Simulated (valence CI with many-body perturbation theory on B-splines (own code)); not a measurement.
# E1 line list for Lu LXVI

Computed by valence CI with perturbative core correlation (CI+MBPT): four valence electrons over a frozen Dirac-Fock core [He], radial functions for each j: 11 s, 11 p, 10 d, 8 f, 5 g, 2 h, with the one-electron correlation potential Σ1 (screened to all orders), the two-electron term Σ2, the three-electron term Σ3, Breit, model QED; selected single and double excitations, second order for the rest, scaled by the run's own slope (own B-spline code, finite nucleus).

The last digits are not significant, and no measured levels were compared; by estimate large intervals hold to a few tenths of a per cent, small ones and those within an open d or f shell to about a per cent. Among the levels kept, up to 1100 cm⁻¹ of a level comes from second order outside the variational space, and about a tenth of that is noise between levels of different J, which matters for small intervals.

Lines 201 to 250 of 572 in falling wavelength, among levels below 952.80 Ry, chosen from the strongest by gf and those to the six lowest levels. Wavelengths and rates use the calculated energies. Electric multipoles are in the length gauge with retardation, E1 and E2 with the static RPA response of the core. Weak lines are less certain than strong ones. Lines between different terms over intervals too small for the method are left out, as are lines whose strength nearly cancels. The highest levels of a list are the least certain.

Levels are named by their leading jj configuration (3d3/2^4 stands for four electrons in 3d with j = 3/2), which in mixed levels can hold well under half, so a name can repeat and another be missing. Letters in brackets count levels of one name in rising energy.

| λ vac (nm) | Upper | Lower | A (s⁻¹) | S (a.u.) with core polarisation | S without |
| --- | --- | --- | --- | --- | --- |
| 0.8249 | (2s 2p1/2 2p3/2 3d3/2) J=3 [c] | (2s^2 2p1/2 3d3/2) J=2 | 6.69e+12 | 1.30e-02 | 1.30e-02 |
| 0.8238 | (2s 2p1/2 2p3/2 3p1/2) J=2 [c] | (2s^2 2p1/2 3p1/2) J=1 | 7.66e+12 | 1.06e-02 | 1.06e-02 |
| 0.8237 | (2s 2p1/2 2p3/2 3d5/2) J=2 [c] | (2s^2 2p1/2 3d5/2) J=3 | 2.38e+12 | 3.29e-03 | 3.29e-03 |
| 0.8235 | (2s 2p1/2 2p3/2 3p1/2) J=1 [c] | (2s^2 2p1/2 3p1/2) J=0 | 8.12e+12 | 6.72e-03 | 6.73e-03 |
| 0.8234 | (2p1/2^2 2p3/2 3d3/2) J=2 | (2s 2p1/2^2 3d3/2) J=2 | 2.97e+12 | 4.09e-03 | 4.10e-03 |
| 0.8233 | (2s 2p3/2^2 3d3/2) J=3 [b] | (2s^2 2p3/2 3d3/2) J=3 | 5.33e+12 | 1.03e-02 | 1.03e-02 |
| 0.8231 | (2s 2p1/2 2p3/2 3d5/2) J=3 [d] | (2s^2 2p1/2 3d5/2) J=3 | 7.63e+12 | 1.47e-02 | 1.47e-02 |
| 0.8230 | (2s 2p3/2^2 3d3/2) J=1 [b] | (2s^2 2p3/2 3d3/2) J=2 | 6.31e+12 | 5.21e-03 | 5.22e-03 |
| 0.8227 | (2s 2p1/2 2p3/2 3d5/2) J=2 [a] | (2s^2 2p1/2 3d3/2) J=2 | 2.49e+12 | 3.43e-03 | 3.43e-03 |
| 0.8225 | (2p1/2 2p3/2^2 3s) J=1 [b] | (2s 2p1/2 2p3/2 3s) J=2 [c] | 7.26e+12 | 5.98e-03 | 5.99e-03 |
| 0.8221 | (2p1/2 2p3/2^2 3p1/2) J=1 [b] | (2s 2p1/2 2p3/2 3p1/2) J=2 [c] | 7.43e+12 | 6.12e-03 | 6.12e-03 |
| 0.8215 | (2s 2p1/2 2p3/2 3d5/2) J=2 [c] | (2s^2 2p1/2 3d5/2) J=2 | 5.80e+12 | 7.93e-03 | 7.94e-03 |
| 0.8212 | (2s 2p1/2 2p3/2 3d5/2) J=2 [d] | (2s^2 2p1/2 3d5/2) J=3 | 6.35e+12 | 8.68e-03 | 8.70e-03 |
| 0.8208 | (2s 2p1/2 2p3/2 3p3/2) J=1 [c] | (2s^2 2p1/2 3p3/2) J=1 | 5.19e+12 | 4.25e-03 | 4.25e-03 |
| 0.8207 | (2s 2p1/2 2p3/2 3d5/2) J=1 [c] | (2s^2 2p1/2 3d5/2) J=2 | 8.02e+12 | 6.57e-03 | 6.58e-03 |
| 0.8207 | (2p1/2 2p3/2^2 3p1/2) J=1 [b] | (2s 2p1/2 2p3/2 3p1/2) J=1 [b] | 4.20e+12 | 3.43e-03 | 3.44e-03 |
| 0.8207 | (2s 2p3/2^2 3p3/2) J=0 | (2s^2 2p3/2 3p3/2) J=1 | 1.28e+13 | 3.50e-03 | 3.51e-03 |
| 0.8206 | (2s 2p1/2 2p3/2 3p3/2) J=2 [d] | (2s^2 2p1/2 3p3/2) J=2 | 6.97e+12 | 9.51e-03 | 9.52e-03 |
| 0.8205 | (2p1/2^2 2p3/2 3p1/2) J=1 | (2s 2p1/2^2 3p1/2) J=0 | 3.87e+12 | 3.16e-03 | 3.17e-03 |
| 0.8204 | (2s 2p1/2 2p3/2 3s) J=2 [c] | (2s^2 2p1/2 3s) J=1 | 7.38e+12 | 1.01e-02 | 1.01e-02 |
| 0.8202 | (2s 2p1/2 2p3/2 3s) J=1 [c] | (2s^2 2p1/2 3s) J=0 | 6.87e+12 | 5.61e-03 | 5.62e-03 |
| 0.8202 | (2p1/2^2 2p3/2 3d3/2) J=2 | (2s 2p1/2^2 3d3/2) J=1 | 2.72e+12 | 3.70e-03 | 3.70e-03 |
| 0.8199 | (2p1/2 2p3/2^2 3p1/2) J=0 | (2s 2p1/2 2p3/2 3p1/2) J=1 [c] | 1.31e+13 | 3.56e-03 | 3.57e-03 |
| 0.8199 | (2s 2p3/2^2 3d3/2) J=2 [c] | (2s^2 2p3/2 3d3/2) J=1 | 2.34e+12 | 3.19e-03 | 3.19e-03 |
| 0.8198 | (2p1/2^2 2p3/2 3d5/2) J=3 | (2s 2p1/2^2 3d5/2) J=2 | 2.42e+12 | 4.60e-03 | 4.61e-03 |
| 0.8194 | (2s 2p3/2^2 3s) J=1 [b] | (2s^2 2p3/2 3s) J=1 | 1.13e+13 | 9.23e-03 | 9.24e-03 |
| 0.8193 | (2p1/2^2 2p3/2 3p1/2) J=2 | (2s 2p1/2^2 3p1/2) J=1 | 5.66e+12 | 7.69e-03 | 7.70e-03 |
| 0.8193 | (2p1/2^2 2p3/2 3d3/2) J=3 | (2s 2p1/2^2 3d3/2) J=2 | 5.12e+12 | 9.72e-03 | 9.74e-03 |
| 0.8191 | (2s 2p3/2^2 3d5/2) J=3 [c] | (2s^2 2p3/2 3d5/2) J=2 | 3.41e+12 | 6.48e-03 | 6.49e-03 |
| 0.8185 | (2s 2p3/2^2 3s) J=1 [a] | (2s^2 2p3/2 3s) J=2 | 6.34e+12 | 5.15e-03 | 5.15e-03 |
| 0.8183 | (2s 2p3/2^2 3d3/2) J=1 [c] | (2s^2 2p3/2 3d3/2) J=0 | 4.24e+12 | 3.44e-03 | 3.45e-03 |
| 0.8178 | (2s 2p3/2^2 3d3/2) J=2 [c] | (2s^2 2p3/2 3d3/2) J=3 | 5.76e+12 | 7.78e-03 | 7.79e-03 |
| 0.8178 | (2p1/2 2p3/2^2 3p3/2) J=1 [c] | (2s 2p1/2 2p3/2 3p3/2) J=2 [c] | 5.24e+12 | 4.24e-03 | 4.25e-03 |
| 0.8178 | (2s 2p3/2^2 3p3/2) J=3 [b] | (2s^2 2p3/2 3p3/2) J=3 | 9.80e+12 | 1.85e-02 | 1.85e-02 |
| 0.8177 | (2s 2p3/2^2 3p1/2) J=1 [b] | (2s^2 2p3/2 3p1/2) J=2 | 6.36e+12 | 5.15e-03 | 5.16e-03 |
| 0.8175 | (2s 2p3/2^2 3d3/2) J=2 [b] | (2s^2 2p3/2 3d3/2) J=2 | 3.29e+12 | 4.43e-03 | 4.44e-03 |
| 0.8171 | (2p1/2 2p3/2^2 3p3/2) J=2 [c] | (2s 2p1/2 2p3/2 3p3/2) J=3 [c] | 4.77e+12 | 6.42e-03 | 6.43e-03 |
| 0.8171 | (2s 2p3/2^2 3d5/2) J=4 [b] | (2s^2 2p3/2 3d5/2) J=4 | 8.73e+12 | 2.11e-02 | 2.12e-02 |
| 0.8170 | (2s 2p3/2^2 3p1/2) J=2 [b] | (2s^2 2p3/2 3p1/2) J=2 | 1.13e+13 | 1.53e-02 | 1.53e-02 |
| 0.8170 | (2s 2p3/2^2 3p1/2) J=1 [a] | (2s^2 2p3/2 3p1/2) J=1 | 1.10e+13 | 8.91e-03 | 8.92e-03 |
| 0.8168 | (2s 2p3/2^2 3p3/2) J=2 [b] | (2s^2 2p3/2 3p3/2) J=3 | 8.68e+12 | 1.17e-02 | 1.17e-02 |
| 0.8166 | (2s 2p1/2 2p3/2 3p3/2) J=1 [d] | (2s^2 2p1/2 3p3/2) J=2 | 4.93e+12 | 3.98e-03 | 3.98e-03 |
| 0.8165 | (2p1/2^2 2p3/2 3s) J=2 | (2s 2p1/2^2 3s) J=1 | 5.57e+12 | 7.48e-03 | 7.49e-03 |
| 0.8154 | (2s 2p3/2^2 3d5/2) J=3 [b] | (2s^2 2p3/2 3d5/2) J=4 | 8.63e+12 | 1.62e-02 | 1.62e-02 |
| 0.8153 | (2p1/2 2p3/2^2 3s) J=2 [b] | (2s 2p1/2 2p3/2 3s) J=2 [b] | 4.38e+12 | 5.86e-03 | 5.87e-03 |
| 0.8145 | (2s 2p1/2 2p3/2^2) J=0 | (2s^2 2p1/2 2p3/2) J=1 | 6.67e+12 | 1.78e-03 | 1.78e-03 |
| 0.8142 | (2s 2p3/2^2 3d5/2) J=2 [c] | (2s^2 2p3/2 3d5/2) J=3 | 7.49e+12 | 9.97e-03 | 9.99e-03 |
| 0.8142 | (2s 2p3/2^2 3d5/2) J=2 [b] | (2s^2 2p3/2 3d5/2) J=2 | 2.53e+12 | 3.37e-03 | 3.38e-03 |
| 0.8142 | (2p1/2 2p3/2^2 3d3/2) J=1 [b] | (2s 2p1/2 2p3/2 3d3/2) J=1 [b] | 4.18e+12 | 3.34e-03 | 3.35e-03 |
| 0.8141 | (2s 2p3/2^2 3d5/2) J=3 [a] | (2s^2 2p3/2 3d3/2) J=3 | 4.29e+12 | 7.99e-03 | 8.00e-03 |
